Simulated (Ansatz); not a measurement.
Nudged elastic band run: H₇NOSSi

Input:

```yaml
crystal:
  periodic: [false, false, false]
  atoms:
    - { symbol: Si, position_ang: [-0.041335, -1.088463, -0.461673] }
    - { symbol: O, position_ang: [0.386009, 0.470542, -0.017006] }
    - { symbol: H, position_ang: [0.739055, -1.515115, -1.654333] }
    - { symbol: H, position_ang: [-1.489155, -0.952965, -0.739427] }
    - { symbol: "N", position_ang: [0.25298, -2.286638, 0.725553] }
    - { symbol: H, position_ang: [-0.277186, 2.421649, -0.410832] }
    - { symbol: S, position_ang: [-0.502444, 3.747481, -0.569005] }
    - { symbol: H, position_ang: [1.304306, 0.624663, 0.233589] }
    - { symbol: H, position_ang: [1.053781, -2.905418, 0.69521] }
    - { symbol: H, position_ang: [-0.257408, -2.355724, 1.597996] }
    - { symbol: H, position_ang: [-1.168705, 3.84009, 0.599829] }
basis:
  gaussian: { orbitals: def2-SVP }
hamiltonian:
  xc: cam_b3lyp
neb:
  order_check: false
  images: 2
  f_tol: 0.03
  max_iterations: 60
  climbing: false
  final_atoms:
    - { symbol: Si, position_ang: [-0.43909886, -0.70998996, -1.10183408] }
    - { symbol: O, position_ang: [-0.19750596, 1.53972162, 1.55562766] }
    - { symbol: H, position_ang: [-0.09638039, -1.59647862, -2.2478351] }
    - { symbol: H, position_ang: [-1.85878735, -0.93174751, -0.72430895] }
    - { symbol: "N", position_ang: [0.46119042, -1.0352022, 0.37168362] }
    - { symbol: H, position_ang: [0.62811447, 1.98070591, 1.79186611] }
    - { symbol: S, position_ang: [0.01485397, 1.26638867, -1.74439281] }
    - { symbol: H, position_ang: [0.06651406, 0.61538316, 1.36381399] }
    - { symbol: H, position_ang: [1.4759782, -1.0642742, 0.29358128] }
    - { symbol: H, position_ang: [0.14326232, -1.82324444, 0.9333869] }
    - { symbol: H, position_ang: [-0.19824288, 1.75883957, -0.49168763] }
  initial_path:
    images:
      - { positions_ang: [[-0.041335, -1.088463, -0.461673], [0.386009, 0.470542, -0.017006], [0.739055, -1.515115, -1.654333], [-1.489155, -0.952965, -0.739427], [0.25298, -2.286638, 0.725553], [-0.277186, 2.421649, -0.410832], [-0.502444, 3.747481, -0.569005], [1.304306, 0.624663, 0.233589], [1.053781, -2.905418, 0.69521], [-0.257408, -2.355724, 1.597996], [-1.168705, 3.84009, 0.599829]] }
      - { positions_ang: [[-0.23886199, -0.60568686, -0.39334657], [0.72913825, 0.67168134, 0.55693545], [0.49682411, -0.8516985, -1.6302703], [-1.58602395, -0.42773337, -0.07058792], [0.0951137, -2.03716752, 0.44593336], [0.25812607, 1.99922977, -0.02191958], [-0.57904276, 2.58823211, -0.98144492], [1.652167, 0.61603915, 0.51942379], [0.91173398, -2.59189236, 0.27617938], [-0.30571849, -2.24895943, 1.33723829], [-1.43355792, 2.88805766, -0.03823996]] }
      - { positions_ang: [[-0.37144995, -0.47952918, -0.6067336], [0.53463327, 1.02807454, 1.08114667], [0.21834565, -0.87881971, -1.82810434], [-1.70923474, -0.42066087, -0.06554857], [0.16451718, -1.62002225, 0.32797691], [0.55989289, 1.85224874, 0.71231312], [-0.4066101, 1.76120134, -1.37324086], [1.23956969, 0.61294587, 0.89616545], [1.05246638, -1.97817775, 0.14230314], [-0.17216172, -2.07146624, 1.11570192], [-1.11007055, 2.19430752, -0.40207884]] }
      - { positions_ang: [[-0.43909886, -0.70998996, -1.10183408], [-0.19750596, 1.53972162, 1.55562766], [-0.09638039, -1.59647862, -2.2478351], [-1.85878735, -0.93174751, -0.72430895], [0.46119042, -1.0352022, 0.37168362], [0.62811447, 1.98070591, 1.79186611], [0.01485397, 1.26638867, -1.74439281], [0.06651406, 0.61538316, 1.36381399], [1.4759782, -1.0642742, 0.29358128], [0.14326232, -1.82324444, 0.9333869], [-0.19824288, 1.75883957, -0.49168763]] }
```

Run as:

```bash
$ ansatz run input.yaml --threads 4 --pin off --max-ram 5120MiB --backend cpu --events-out ev --progress --plain --runs-dir out
```

Output, in part (warnings, iteration lines, the closing report on the highest movable image, with atoms numbered from 0):

```
NEB end point (image 0): max|allowed force component| = 2.478e-2 eV/Å (the criterion of neb.relax_end_points is 1.000e-2)
NEB end point (image 3): max|allowed force component| = 7.855e-3 eV/Å (the criterion of neb.relax_end_points is 1.000e-2)
NEB iter   1: max|band force component| = 8.932e0 eV/Å  barrier→ = 3.2860 eV  barrier← = 3.0301 eV  Δτ_max = 0.2000 Å  (100 SCF iters)
NEB iter   2: max|band force component| = 2.523e0 eV/Å  barrier→ = 1.6197 eV  barrier← = 1.3637 eV  Δτ_max = 0.2000 Å  (61 SCF iters)
NEB iter   3: max|band force component| = 1.215e0 eV/Å  barrier→ = 1.3450 eV  barrier← = 1.0891 eV  Δτ_max = 0.2000 Å  (59 SCF iters)
NEB iter   4: max|band force component| = 6.976e-1 eV/Å  barrier→ = 1.0059 eV  barrier← = 0.7500 eV  Δτ_max = 0.1987 Å  (61 SCF iters)
NEB iter   5: max|band force component| = 3.868e-1 eV/Å  barrier→ = 0.8696 eV  barrier← = 0.6137 eV  Δτ_max = 0.1996 Å  (59 SCF iters)
NEB iter   6: max|band force component| = 1.332e0 eV/Å  barrier→ = 0.8300 eV  barrier← = 0.5741 eV  Δτ_max = 0.0994 Å  (60 SCF iters)
NEB iter   7: max|band force component| = 7.761e-1 eV/Å  barrier→ = 0.7135 eV  barrier← = 0.4576 eV  Δτ_max = 0.0997 Å  (56 SCF iters)
NEB iter   8: max|band force component| = 2.601e-1 eV/Å  barrier→ = 0.6372 eV  barrier← = 0.3813 eV  Δτ_max = 0.2000 Å  (56 SCF iters)
NEB iter   9: max|band force component| = 4.096e-1 eV/Å  barrier→ = 0.5259 eV  barrier← = 0.2700 eV  Δτ_max = 0.0995 Å  (59 SCF iters)
NEB iter  10: max|band force component| = 6.416e-1 eV/Å  barrier→ = 0.4856 eV  barrier← = 0.2297 eV  Δτ_max = 0.0499 Å  (59 SCF iters)
NEB iter  11: max|band force component| = 3.592e-1 eV/Å  barrier→ = 0.4415 eV  barrier← = 0.1856 eV  Δτ_max = 0.0506 Å  (53 SCF iters)
NEB iter  12: max|band force component| = 3.045e-1 eV/Å  barrier→ = 0.4150 eV  barrier← = 0.1590 eV  Δτ_max = 0.0503 Å  (53 SCF iters)
NEB iter  13: max|band force component| = 4.938e-1 eV/Å  barrier→ = 0.4118 eV  barrier← = 0.1558 eV  Δτ_max = 0.0251 Å  (54 SCF iters)
NEB iter  14: max|band force component| = 1.030e-1 eV/Å  barrier→ = 0.3931 eV  barrier← = 0.1372 eV  Δτ_max = 0.0503 Å  (54 SCF iters)
NEB iter  15: max|band force component| = 1.130e-1 eV/Å  barrier→ = 0.3832 eV  barrier← = 0.1272 eV  Δτ_max = 0.0252 Å  (53 SCF iters)
NEB iter  16: max|band force component| = 1.046e-1 eV/Å  barrier→ = 0.3811 eV  barrier← = 0.1252 eV  Δτ_max = 0.0250 Å  (54 SCF iters)
NEB iter  17: max|band force component| = 1.167e-1 eV/Å  barrier→ = 0.3779 eV  barrier← = 0.1219 eV  Δτ_max = 0.0125 Å  (54 SCF iters)
NEB iter  18: max|band force component| = 5.378e-2 eV/Å  barrier→ = 0.3779 eV  barrier← = 0.1219 eV  Δτ_max = 0.0250 Å  (52 SCF iters)
NEB iter  19: max|band force component| = 1.212e-1 eV/Å  barrier→ = 0.3790 eV  barrier← = 0.1230 eV  Δτ_max = 0.0125 Å  (55 SCF iters)
NEB iter  20: max|band force component| = 4.426e-2 eV/Å  barrier→ = 0.3773 eV  barrier← = 0.1214 eV  Δτ_max = 0.0250 Å  (52 SCF iters)
NEB iter  21: max|band force component| = 3.603e-2 eV/Å  barrier→ = 0.3769 eV  barrier← = 0.1209 eV  Δτ_max = 0.0501 Å  (52 SCF iters)
NEB iter  22: max|band force component| = 4.171e-2 eV/Å  barrier→ = 0.3770 eV  barrier← = 0.1210 eV  Δτ_max = 0.0250 Å  (54 SCF iters)
NEB iter  23: max|band force component| = 2.498e-2 eV/Å  barrier→ = 0.3774 eV  barrier← = 0.1215 eV  Δτ_max = 0.0000 Å  (105 SCF iters)
Total energy: -22355.82714229 eV, -821.5614941554 hartree
Atom 0 at    -0.643793    -0.565281    -1.046163 Å, force    -0.032365    -0.007640    -0.048663 eV/Å
Atom 1 at     1.069828     0.924740     1.901414 Å, force     0.003764     0.032255     0.039364 eV/Å
Atom 2 at    -0.186327    -1.118696    -2.346596 Å, force    -0.048772    -0.033714    -0.028218 eV/Å
Atom 3 at    -2.129426    -0.670872    -0.982791 Å, force    -0.023888    -0.020673    -0.009621 eV/Å
Atom 4 at     0.258697    -1.286736     0.208561 Å, force     0.005506     0.062773     0.008113 eV/Å
Atom 5 at     0.621595     1.409383     1.184672 Å, force     0.042748    -0.027294     0.070473 eV/Å
Atom 6 at    -0.304013     1.589912    -1.024708 Å, force     0.007410    -0.060384    -0.015063 eV/Å
Atom 7 at     1.983899     0.871729     1.591059 Å, force    -0.030766     0.008073     0.012600 eV/Å
Atom 8 at     0.476534    -2.276537     0.228771 Å, force     0.026477     0.054741    -0.012080 eV/Å
Atom 9 at     0.447745    -0.785901     1.079765 Å, force    -0.005551     0.008779    -0.032134 eV/Å
Atom 10 at    -1.594840     1.908361    -0.794083 Å, force     0.055435    -0.016916     0.015228 eV/Å
Dipole moment:     0.042634    -0.163571    -0.094967 e Å
```

It converged. No image climbed, so the highest image needn't sit at the top of the path. A band with more images between the same ends climbed to 1.41 eV, so this one has probably stepped over the top. So few images can step over the top or miss a turn of the path. The orbitals stay closed-shell, which can raise the energy where a bond breaks towards radicals; this wasn't checked here.

Final band (atoms are numbered from 1 in the order of the input):

```tsv
image	path coordinate (Å)	energy (kcal/mol)	Si1–O2 (Å)	H6–S7 (Å)	Si1–S7 (Å)
0	0.00	0.0	1.68	1.35	4.86
1	3.39	6.5	1.70	1.36	3.36
2	6.77	8.7	3.72	2.40	2.18
3	10.16	5.9	3.49	3.66	2.13
```

Time of the run: 100 s on 4 threads of Arm Neoverse N1 (shared host), peak memory 0.26 GiB.
